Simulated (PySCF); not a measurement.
H2MgSe (SMILES [MgH][SeH]), singlet, geometry from GFN2-xTB (such geometries of metal compounds can be far from the true shape); SA2-CASSCF(4,3)/STO-3G in PySCF.

The PySCF input:
```python
from pyscf import gto, scf, mcscf
import numpy

mol = gto.Mole()
mol.atom = '''
    Mg   -0.909949   -0.842144   -1.176647
    H    -1.793675   -1.292687   -2.414727
    Se    0.352053    0.356001    0.447402
    H     0.743278   -0.705629    1.322824
'''
mol.basis = 'sto-3g'
mol.charge = 0
mol.spin = 0
mol.verbose = 4
mol.build()

mf = scf.RHF(mol)
mf.kernel()
mc = mcscf.CASSCF(mf, 3, 4)
mc.fix_spin_(ss=0.0)
mc = mc.state_average_([0.5, 0.5])
mc.kernel()
```

It wrote (shortened):

```
PySCF version 2.14.0

[INPUT] verbose = 4
[INPUT] num. atoms = 4
[INPUT] num. electrons = 48
[INPUT] charge = 0
[INPUT] spin (= nelec alpha-beta = 2S) = 0
[INPUT] symmetry False subgroup None
[INPUT] Mole.unit = angstrom
[INPUT] Symbol           X                Y                Z      unit          X                Y                Z       unit  Magmom
[INPUT]  1 Mg    -0.909949000000  -0.842144000000  -1.176647000000 AA   -1.719554397322  -1.591421517446  -2.223540575291 Bohr   0.0
[INPUT]  2 H     -1.793675000000  -1.292687000000  -2.414727000000 AA   -3.389554506479  -2.442824394786  -4.563172695593 Bohr   0.0
[INPUT]  3 Se     0.352053000000   0.356001000000   0.447402000000 AA    0.665283751332   0.672744390071   0.845467247583 Bohr   0.0
[INPUT]  4 H      0.743278000000  -0.705629000000   1.322824000000 AA    1.404591854414  -1.333445555551   2.499775071002 Bohr   0.0

nuclear repulsion = 114.086004205181
number of shells = 15
number of NR pGTOs = 87
number of NR cGTOs = 29
basis = sto-3g
ecp = {}

******** <class 'pyscf.scf.hf.RHF'> ********
method = RHF
initial guess = minao
damping factor = 0
level_shift factor = 0
DIIS = <class 'pyscf.scf.diis.CDIIS'>
diis_start_cycle = 1
diis_space = 8
diis_damp = 0
SCF conv_tol = 1e-09
SCF conv_tol_grad = None
SCF max_cycles = 50
direct_scf = True
direct_scf_tol = 1e-13
Set gradient conv threshold to 3.16228e-05
Initial guess from minao.
init E= -2568.14296477296
  HOMO = -0.447181729280849  LUMO = 0.0399366935180121  gap/eV = 13.25517
cycle= 1 E= -2571.78347703343  delta_E= -3.64  |g|= 0.393  |ddm|= 2.18
  HOMO = -0.133954092364772  LUMO = 0.335793719904876  gap/eV = 12.78249
cycle= 2 E= -2571.86516741996  delta_E= -0.0817  |g|= 0.046  |ddm|= 0.887
  HOMO = -0.20667909439949  LUMO = 0.356709885184926  gap/eV = 15.33060
cycle= 3 E= -2571.86630737185  delta_E= -0.00114  |g|= 0.0108  |ddm|= 0.0929
  HOMO = -0.208859371662222  LUMO = 0.356215524400168  gap/eV = 15.37647
cycle= 4 E= -2571.86637965014  delta_E= -7.23e-05  |g|= 0.00196  |ddm|= 0.026
  HOMO = -0.208542691888325  LUMO = 0.356733630533657  gap/eV = 15.38195
cycle= 5 E= -2571.86638267339  delta_E= -3.02e-06  |g|= 0.000238  |ddm|= 0.00617
  HOMO = -0.208526489180363  LUMO = 0.356731029874865  gap/eV = 15.38144
cycle= 6 E= -2571.86638272827  delta_E= -5.49e-08  |g|= 4.27e-05  |ddm|= 0.000847
  HOMO = -0.208536623535801  LUMO = 0.356736875489419  gap/eV = 15.38188
cycle= 7 E= -2571.86638273009  delta_E= -1.82e-09  |g|= 4.01e-06  |ddm|= 0.000178
  HOMO = -0.208536644794822  LUMO = 0.356736883006828  gap/eV = 15.38188
cycle= 8 E= -2571.86638273011  delta_E= -1.46e-11  |g|= 4.85e-07  |ddm|= 1.38e-05
  HOMO = -0.20853659597024  LUMO = 0.356736849565549  gap/eV = 15.38187
Extra cycle  E= -2571.86638273011  delta_E= -1.82e-12  |g|= 1.61e-07  |ddm|= 1.14e-06
converged SCF energy = -2571.86638273011

******** <class 'pyscf.mcscf.addons.StateAverageCASSCF'> ********
CAS (2e+2e, 3o), ncore = 22, nvir = 4
max_cycle_macro = 50
max_cycle_micro = 4
conv_tol = 1e-07
conv_tol_grad = None
orbital rotation max_stepsize = 0.02
orbital rotation threshold for CI restart = 0.01
augmented hessian ah_max_cycle = 30
augmented hessian ah_conv_tol = 1e-12
augmented hessian ah_linear dependence = 1e-14
augmented hessian ah_level shift = 1e-08
augmented hessian ah_start_tol = 2.5
augmented hessian ah_start_cycle = 3
augmented hessian ah_grad_trust_region = 3
kf_trust_region = 3
kf_interval = 4
ci_response_space = 4
ci_grad_trust_region = 3
with_dep4 0
natorb = False
canonicalization = True
sorting_mo_energy = False
ao2mo_level = 2
internal_rotation = False
******** <class 'pyscf.mcscf.addons.StateAverageSpinPenaltyFCISolver'> ********
max. cycles = 50
conv_tol = 1e-08
davidson only = True
linear dependence = 1e-12
level shift = 0.001
max iter space = 12
nroots = 2
pspace_size = 400
spin = None
State-average over 2 states with weights [0.5, 0.5]
CASCI E = -2571.70542468377  S^2 = 0.0000000
Set conv_tol_grad to 0.000316228
macro iter   1 ( 21 JK    4 micro), CASSCF E = -2571.71605085234  dE = -1.06261686e-02  S^2 = 0.0000000
               |grad[o]|=0.117  |ddm|=0.0184  |maxRot[o]|=0.158
macro iter   2 ( 21 JK    4 micro), CASSCF E = -2571.71814997985  dE = -2.09912752e-03  S^2 = 0.0000000
               |grad[o]|=0.0431  |ddm|=0.00432  |maxRot[o]|=0.132
macro iter   3 ( 20 JK    4 micro), CASSCF E = -2571.71850626425  dE = -3.56284397e-04  S^2 = 0.0000000
               |grad[o]|=0.00573  |ddm|=0.000883  |maxRot[o]|= 0.14
macro iter   4 ( 13 JK    4 micro), CASSCF E = -2571.71852173625  dE = -1.54720037e-05  S^2 = 0.0000000
               |grad[o]|=0.000579  |ddm|=0.000518  |maxRot[o]|=0.0258
macro iter   5 (  5 JK    2 micro), CASSCF E = -2571.71852681713  dE = -5.08087214e-06  S^2 = 0.0000000
               |grad[o]|=0.00026  |ddm|=5.09e-05  |maxRot[o]|=0.0186
macro iter   6 (  3 JK    1 micro), CASSCF E = -2571.71852744606  dE = -6.28936050e-07  S^2 = 0.0000000
               |grad[o]|=8.86e-05  |ddm|=1.73e-05  |maxRot[o]|=0.00929
macro iter   7 (  1 JK    1 micro), CASSCF E = -2571.71852744606  dE = -9.09494702e-13  S^2 = 0.0000000
               |grad[o]|=1.62e-05  |ddm|=2.52e-07  |maxRot[o]|=    0
1-step CASSCF converged in   7 macro ( 84 JK  20 micro) steps
CASSCF canonicalization
Density matrix diagonal elements [1.97811128 1.49995716 0.52193156]
CASSCF energy = -2571.71852744606
CASCI E = -2571.71852744606  E(CI) = -3.22481335019575  S^2 = 0.0000000
CASCI state-averaged energy = -2571.71852744606
CASCI energy for each state
  State 0 weight 0.5  E = -2571.86688715064 S^2 = 0.0000000
  State 1 weight 0.5  E = -2571.57016774148 S^2 = 0.0000000
```
